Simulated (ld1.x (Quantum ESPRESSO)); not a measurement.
**oxygen (O): from the effect back to the setting (TM)**

Base potential:

ld1.x (Quantum ESPRESSO) 7.5 input, shortened:

```
&input
   title='O', zed=8., rel=1, dft='PBE', iswitch=3,
   config='[He] 2s2 2p4 3d-2'
 /
 &inputp
   pseudotype=2, tm=.true., lloc=1,
   nlcc=.true.
 /
3
2S  1  0   2.00   0.00  0.80  0.80  0.0
3D  3  2  -2.00   0.45  2.00  2.00  0.0
2P  2  1   4.00   0.00  1.85  1.85  0.0
 &test
   configts(1)='2s2 2p4'
 /
```

Cutoffs, loose and tight: the cutoffs (Ry, on a coarse ladder) from which the occupation-weighted sum of valence levels, in a spherical-Bessel basis at the reference potential, stays within 10 and 1 mRy of its value at 400 Ry. They do not see the model core or the augmentation charge, which bear on the density cutoff. Test errors are all-electron minus pseudo excitation energies from the reference, over the configurations 2s2 2p3; 2s2 2p2; 2s2 2p1; 2s0 2p6; 2s1 2p5; 2s1 2p4; 2s2 2p0; variants that change the core or the reference have their own tests.

Only the p radius is moved:

```json
{"p radius (bohr)": "1.2", "cutoff, loose": "90 Ry", "cutoff, tight": "200 Ry", "bound ghosts": "none", "largest test error (meV)": "+909", "median size of the test errors": "29.5 meV"}
{"p radius (bohr)": "1.42", "cutoff, loose": "80 Ry", "cutoff, tight": "200 Ry", "bound ghosts": "none", "largest test error (meV)": "+1707", "median size of the test errors": "43.5 meV"}
{"p radius (bohr)": "1.6", "cutoff, loose": "80 Ry", "cutoff, tight": "200 Ry", "bound ghosts": "none", "largest test error (meV)": "+2715", "median size of the test errors": "84.6 meV"}
{"p radius (bohr)": "1.84", "cutoff, loose": "80 Ry", "cutoff, tight": "200 Ry", "bound ghosts": "none", "largest test error (meV)": "+4671", "median size of the test errors": "164.1 meV"}
{"p radius (bohr)": "1.94", "cutoff, loose": "80 Ry", "cutoff, tight": "200 Ry", "bound ghosts": "none", "largest test error (meV)": "+5552", "median size of the test errors": "199.2 meV"}
{"p radius (bohr)": "2.22", "cutoff, loose": "80 Ry", "cutoff, tight": "200 Ry", "bound ghosts": "none", "largest test error (meV)": "+8339", "median size of the test errors": "305.2 meV"}
{"p radius (bohr)": "2.38", "cutoff, loose": "80 Ry", "cutoff, tight": "200 Ry", "bound ghosts": "none", "largest test error (meV)": "+10431", "median size of the test errors": "379.1 meV"}
{"p radius (bohr)": "2.8", "cutoff, loose": "80 Ry", "cutoff, tight": "200 Ry", "bound ghosts": "none", "largest test error (meV)": "+15548", "median size of the test errors": "535.2 meV"}
```

Problem. One more run gave cutoff, loose: 80 Ry; cutoff, tight: 200 Ry; bound ghosts: none; largest test error (meV): +12840; median size of the test errors: 457.1 meV. Which value of the p radius was used?

Solution. 2.58 bohr. The median size of the test errors moves one way along this sweep, from 29.5 meV at 1.2 to 535.2 meV at 2.8 bohr, which places the run between 2.38 and 2.8 bohr.
